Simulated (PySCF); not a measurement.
H2MgO2, SMILES [OH][Mg][OH]. Atoms are numbered in the order given.

```xyz
5

Mg     0.0000     0.0000    -0.0217
O      0.0725     1.7953     0.0492
O     -0.0725    -1.7953     0.0492
H     -0.4054     2.5681    -0.2638
H      0.4054    -2.5681    -0.2638
```
Charge 0, spin multiplicity 1.

Geometry optimised at PBE-D3(BJ)/def2-TZVP. One conformer was computed; it need not be the lowest.

Calculation: PBE0/pcJ-1 run with PySCF.

Isotropic couplings with Fermi-contact, spin-dipole and both spin-orbit terms, one fixed conformer, no vibrational averaging. Isotopes: 1H.

Task: Estimate the spin–spin coupling constants. (Estimate from the structure and the level; the computed values follow.)

Result: 
```tsv
pair	bonds apart	J (Hz)
H4–H5	4	-0.6
```
